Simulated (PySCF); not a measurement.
Mg(iPr)(NH2) (C3H9MgN), SMILES C[CH](C)[Mg][NH2].

Geometry: B3LYP-D3(BJ)/def2-SVP. The structure was generated by enumeration; whether it is a known compound was not checked. One conformer was computed; it need not be the lowest.

Computed with PBE/def2-TZVP run with PySCF.

```yaml
total_energy: -374.26780 hartree
highest_occupied_level: -4.77 eV
lowest_empty_level: -1.38 eV
orbital_gap: 3.39 eV
dipole_moment: 0.079 e·Å
quadrupole, principal values (traceless, Buckingham form, about the centre of nuclear charge): -6.07, 0.51, 5.56 D·Å
mean_static_polarisability: 79.3 bohr³ (11.75 Å³)
polarisability_principal_values: 68.3, 71.9, 97.7 bohr³
```
